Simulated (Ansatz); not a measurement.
AlCu6⁻. Charge -1, multiplicity 1. Geometry PBE-D4/def2-SVPD.

```xyz
7

Cu   -1.420   -0.245   -0.451
Cu   -0.803    1.840   -1.659
Cu   -0.003   -0.314    1.565
Cu    0.854    0.301   -0.700
Cu   -0.761    1.793    0.672
Cu    2.079   -1.215    0.692
Al    0.053   -2.160   -0.118
```

The restricted singlet is unstable towards broken spin symmetry in Hartree–Fock (as tested in another run); at LDA (SPW92)/def2-TZVPD, PBE-D4/def2-TZVPD, r2SCAN-D4/def2-TZVPD, r2SCANh-D4/def2-TZVPD and others this wasn't settled. Another isomer (singlet) lies 0.33 eV lower at PBE0-D4/def2-TZVPD; other spin states weren't run for this one.

Question: Estimate the orbital energies around the gap (eV) in Ansatz with LDA (SPW92)/def2-TZVPD, PBE-D4/def2-TZVPD, r2SCAN-D4/def2-TZVPD, r2SCANh-D4/def2-TZVPD, PBE0-D4/def2-TZVPD.

Answer: 
```
orbital  LDA (SPW92)/def2-TZVPD  PBE-D4/def2-TZVPD  r2SCAN-D4/def2-TZVPD  r2SCANh-D4/def2-TZVPD  PBE0-D4/def2-TZVPD
 HOMO−5                   -1.87              -1.63                 -1.73                  -2.38               -3.28
 HOMO−4                   -1.82              -1.57                 -1.66                  -2.33               -3.26
 HOMO−3                   -1.75              -1.51                 -1.61                  -2.26               -3.10
 HOMO−2                   -1.47              -1.25                 -1.30                  -1.63               -1.95
 HOMO−1                   -1.07              -0.85                 -0.90                  -1.13               -1.36
   HOMO                   -0.29              -0.10                 -0.14                  -0.32               -0.51
   LUMO                    0.23               0.43                  0.52                   0.78                1.13
 LUMO+1                    0.55               0.75                  0.87                   1.13                1.45
 LUMO+2                    0.96               1.12                  1.22                   1.45                1.73
 LUMO+3                    1.50               1.66                  1.80                   2.04                2.22
 LUMO+4                    1.61               1.76                  1.86                   2.06                2.34
 LUMO+5                    1.81               1.97                  2.10                   2.33                2.59
```
